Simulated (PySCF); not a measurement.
Excitations are Tamm–Dancoff values on a coarser integration grid. The basis has no diffuse functions, so Rydberg states are missing or too high.

Cartesian coordinates (Å):
SMILES: N#COCO
```xyz
8

N      2.4826     0.0809    -0.0697
C      1.4637    -0.4421    -0.2221
O      0.3275    -1.0084    -0.3897
C     -0.7903    -0.2245     0.1522
O     -0.9343     0.9709    -0.4815
H     -0.6097    -0.1331     1.2275
H     -1.6556    -0.8453    -0.0632
H     -0.2840     1.6017    -0.1534
```
Charge 0, multiplicity 1.

**Question.** Give the dipole moment, S1 excitation (TDA) and HOMO–LUMO gap at the level PBE0-D4/def2-TZVP run with PySCF.

**Answer.** 
```
Property              Result
-------------------  -------
dipole moment         3.71 D
S1 excitation (TDA)  7.37 eV
HOMO–LUMO gap        9.04 eV
```
